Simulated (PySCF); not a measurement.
Zr(F)(SH)3 (FH₃S₃Zr), SMILES [F][Zr]([SH])([SH])[SH], multiplicity 1. Atoms are numbered in the order given.

```xyz
8

Zr     0.0000     0.0000    -0.2678
F      0.0000     0.0000    -2.1742
S      1.6587    -1.5372     0.6495
H      2.5625    -1.1750    -0.2992
S      0.5019     2.2051     0.6495
H     -0.2636     2.8067    -0.2992
S     -2.1606    -0.6679     0.6495
H     -2.2989    -1.6317    -0.2992
```
Charge 0, spin multiplicity 1.

Coordinates come from a B3LYP-D3(BJ)/def2-SVP optimisation. The multiplicity is an assumed one; no other spin state was optimised. The structure was generated by enumeration; whether it is a known compound was not checked. The def2 effective core potentials stand for the cores of Zr; spin–orbit coupling is left out. Other conformers were not sampled.

Calculation: r2SCAN/def2-TZVP in PySCF.

ESP charges are fitted to the potential on shells at 1.4 to 2.0 van der Waals radii. Atomic charges (e):

| atom | Mulliken | Löwdin | ESP fit |
|---|---|---|---|
| Zr1 | 1.26 | -0.21 | 0.86 |
| F2 | -0.43 | -0.23 | -0.34 |
| S3 | -0.45 | 0.07 | -0.35 |
| H4 | 0.18 | 0.08 | 0.18 |
| S5 | -0.45 | 0.07 | -0.36 |
| H6 | 0.18 | 0.08 | 0.18 |
| S7 | -0.45 | 0.07 | -0.36 |
| H8 | 0.18 | 0.08 | 0.18 |
